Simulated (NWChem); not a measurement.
Species: BH$_{2}$, doublet; SMILES [BH2]

```xyz
3

B      0.0000     0.0000     0.1570
H      1.0717     0.0000    -0.3671
H     -1.0717     0.0000    -0.3671
```
Atoms are numbered in this order, from 1.

Computed with NWChem. Spin-unrestricted. In the optimisation the excess spin sits in a1 (C2v, its own frame). Geometry: optimised at B3LYP/6-31G* (spherical d), spin-unrestricted. No stability test was run on the SCF state. Fermi-contact couplings, non-relativistic, static geometry.

### Question
Estimate the computed values for PBE0/IGLO-II. Quantities: A(iso) 11B atom 1 (MHz); A(iso) 1H atom 3 (MHz); <S²>.

### Answer
```json
{
 "A(iso) 11B atom 1 (MHz)": "357",
 "A(iso) 1H atom 3 (MHz)": "27.9",
 "<S²>": "0.751"
}
```
